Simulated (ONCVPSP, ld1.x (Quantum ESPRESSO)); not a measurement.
Potentials for B (Z = 5) compared

Generated with ld1.x 7.5 (TM, RRKJ, ultrasoft, PAW), atompaw 4.2 or ONCVPSP 4.0.1. The cutoff is in Ry: for ld1.x and atompaw files where the sum of valence levels is converged to 10 mRy in a Bessel basis, for ONCV files where the hardest occupied wave has 1 mHa per electron of residual kinetic energy. The error is the largest all-electron minus pseudo excitation energy over each file’s own four to seven test configurations (ionisations up to +4, promotions, holes and added fractions of an electron), all of which were solved. The labels leave out finer settings (local radius, basis sizes, second energies), which also bear on the numbers. Spin-polarised tests are not counted. The rows are a selection from randomly drawn settings: files with unsolved tests, undetermined cutoffs or missed reference levels are left out.

A true bound ghost makes a file unfit for plane-wave use even where its test errors are small: the radial tests pick states by their node count and pass the ghost by.

```tsv
potential	cutoff (Ry)	largest error (meV)	bound ghosts
ONCV, PBE, scalar-relativistic, rc 1.25/1.20 (sp), local smoothed, core correction yes, reference 2s2, qcut 4.9/7.3, projectors 2/2	24	+85	none
ONCV, LDA (Perdew-Wang 92), fully relativistic, rc 1.00/4.00/3.10 (spd), local smoothed, core correction yes, reference 2s2 2p0.75, qcut 6/4.1/3.3, projectors 3/2/2	24	+411	s, d5/2, d3/2
ONCV, PBE, scalar-relativistic, rc 1.30/2.00/2.00 (spd), local s, core correction yes, reference 2s2 2p1, qcut 5.8/4.4/5.1, projectors 0/1/2	24	+141	none
ultrasoft, PBE, scalar-relativistic, rc 1.55/3.30/3.65 (spd), local d, core correction yes, reference 2s2 2p0.5	6	+125	none
ONCV, LDA (Perdew-Wang 92), scalar-relativistic, rc 1.50/2.60 (sp), local smoothed, core correction yes, reference 2s2 2p1, qcut 5.1/5.5, projectors 3/3	19	+137	none
```

Fill in the row for B: ONCV, LDA (Perdew-Zunger), non-relativistic, rc 1.40/1.85/1.80 (spd), local smoothed, core correction yes, reference 2s2 2p0.75, qcut 4/4/4.9, projectors 2/2/2.

cutoff 48 Ry, largest error +109 meV, bound ghosts: none.

Fill in the row for B: ONCV, LDA (Perdew-Zunger), non-relativistic, rc 1.55/2.15/2.25 (spd), local smoothed, core correction yes, reference 2s2 2p1, qcut 4.9/7.7/4.7, projectors 2/2/3.

cutoff 28 Ry, largest error +41 meV, bound ghosts: none.
